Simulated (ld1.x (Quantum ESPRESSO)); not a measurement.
**What one change does to a pseudopotential (lithium (Li), TM)**

```json
{
  "Element": "lithium",
  "Generator": "ld1.x (Quantum ESPRESSO) 7.5",
  "Type": "norm-conserving Troullier–Martins (Kleinman–Bylander form)",
  "Functional": "LDA (PZ)",
  "Relativity": "non-relativistic",
  "Frozen core": "[He]",
  "Valence charge": "1",
  "Reference configuration": "2s1 2p0",
  "Partial waves": "2s (bound): rc 2.85 bohr; 2p (bound, empty): rc 4.20 bohr",
  "Local potential": "all-electron potential smoothed inside 2.20 bohr (lloc = -2)",
  "Core correction": "none"
}
```

Change: local potential all-electron potential smoothed inside 4.42 bohr (lloc = -2).

Cutoffs: the cutoffs (Ry, on a coarse ladder) from which the occupation-weighted sum of valence levels, in a spherical-Bessel basis at the reference potential, stays within 10 and 1 mRy of its value at 400 Ry; they do not see the model core or the augmentation charge, which bear on the density cutoff. Errors are all-electron minus pseudo energies relative to the spin-unpolarised reference configuration.

Problem. What does the change do?

Solution. Both files are so soft that the ladder of cutoffs tells neither apart; a bound ghost appears in s, which as a rule spoils a file; of the 4 tests that both files solve, the error grows in 0 and shrinks in 2 by more than 15 % and 0.3 meV (median size 11.2 → 3.7 meV). In the separable form a ghost depends on how the local part lies against the semilocal potential of the channel, so the choice of the local part can create or remove one.

```tsv
quantity	base	changed
cutoff, loose	6 Ry	6 Ry
cutoff, tight	6 Ry	6 Ry
bound ghosts	none	s
error for 2s0.5 2p0, meV [ΔE 2.04 eV]	+5.9	-3.3
error for 2s0 2p1, meV [ΔE 1.75 eV]	-0.7	-0.7
error for 2s1 2p0 (spin-polarised), meV [ΔE -0.23 eV]	+20	+19
error for 2s0.5 2p0 (spin-polarised), meV [ΔE 1.95 eV]	+16	+4.1
```

 A true bound ghost makes a file unfit for plane-wave use even where its test errors are small: the radial tests pick states by their node count and pass the ghost by.
